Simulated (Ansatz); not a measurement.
`C[CH](C)[Mg][NH2]`, charge 0, multiplicity 1.

**Question.** Give a relaxed structure at PBE0-D4/def2-TZVP (Ansatz). (Estimate.)

**Answer.** The calculation gave: 
```xyz
14

C     0.613    0.315   -1.657
C     0.274   -0.549   -0.443
C     1.538   -0.859    0.355
Mg   -1.269    0.272    0.742
N    -2.652    1.012    1.803
H     1.395   -0.148   -2.278
H    -0.250    0.487   -2.308
H     0.996    1.300   -1.365
H    -0.121   -1.503   -0.819
H     1.356   -1.552    1.183
H     2.315   -1.315   -0.278
H     1.985    0.045    0.785
H    -2.801    0.860    2.790
H    -3.381    1.637    1.491
```
Point group Cs.
This is one stationary point; other conformers may exist.
